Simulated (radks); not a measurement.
Values are calculated unless marked as measured or tabulated.
Numerical settings for neutral holmium, [Xe] 4f11 6s2. Level of theory: Dirac Kohn-Sham, PBEsol, spin-unpolarised, spherical densities, point nucleus; open shells fill j = l - 1/2 first (a radial shooting solver on a logarithmic mesh with Libxc functionals). The defaults (mesh step 0.008 in ln r, mesh end at 40 bohr or more with all orbitals vanishing there, Anderson mixing 0.5 over 9 steps, residual threshold near 1e-9 with the energy settled to 1e-9 hartree or 1e-11 of itself, here a cap of 72 iterations) give E = -12624.3949 hartree and 4f7/2 at -2.670 eV in 17 iterations. Run on one thread of a shared host, so times are rough (Intel(R) Xeon(R) 6975P-C): 0.16 s of CPU time, 0.16 s wall, 17 iterations on 2728 mesh points. Changes against that run (0 stands for a change within the tolerance of the run):

\begin{tabular}{lrrrrr}
setting & iterations & converged & E (mhartree) & e(4f7/2) (meV) & CPU (s) \\ \hline
mesh step in ln r 0.005 & 17 & yes & 0 & 0 & 0.27 \\
mesh step in ln r 0.02 & 17 & yes & 0 & 0 & 0.07 \\
mesh step in ln r 0.2 & 4 & no & diverged & - & 0.01 \\
mesh end (bohr) 5 & 17 & level above zero & +274 & +3.97e+03 & 0.14 \\
mesh end (bohr) 8 & 17 & yes & +15.4 & +614 & 0.15 \\
residual threshold 1e-13 & 25 & yes & 0 & 0 & 0.2 \\
residual threshold 0.1 & 10 & yes & 0 & -6.28 & 0.12 \\
mixing 0.01 & 44 & no & diverged & - & 0.84 \\
linear mixing, mixing 1 & 72 & no & +6.61e+05 & +2.68e+03 & 2.9 \\
linear mixing, mixing 0.8 & 72 & no & +1.06e+05 & -105 & 2 \\
mixing history 20 & 23 & yes & 0 & 0 & 0.2 \\
iteration cap 8 & 8 & no & +0.00238 & -14.1 & 0.09 \\
\end{tabular}

Settled on a wrong energy, with an occupied level pushed above zero by the early mesh end: mesh end (bohr) 5 (+0.274 hartree). Apart from these: settings that end as converged yet miss the energy by more than 1 mhartree: mesh end (bohr) 8 (+0.0154 hartree). A mesh that ends early acts as a hard wall.
